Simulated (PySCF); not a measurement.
Vertical excitations of a molecule C4H7NSi from TDA-ωB97X/def2-SVPD (PySCF), as energy in eV (oscillator strength): 4.22 (0.000), 5.92 (0.000), 6.57 (0.006), 6.85 (0.007), 7.22 (0.186), 7.43 (0.073), 7.49 (0.004), 7.59 (0.001), 7.94 (0.000), 8.16 (0.000). Lowest triplet (TDA): 3.41 eV. Geometry: PBE0-D3(BJ)/def2-SVP. Other conformers were not sampled.

**Question.** Identify the compound among the candidates.
A) CC1=NC=C[SiH2]1
B) [SiH3][C@H]1C=CC=N1
C) C1=C[SiH2]C=NC1
D) C=CN1C=C[SiH2]1

**Answer.** C, C1=C[SiH2]C=NC1
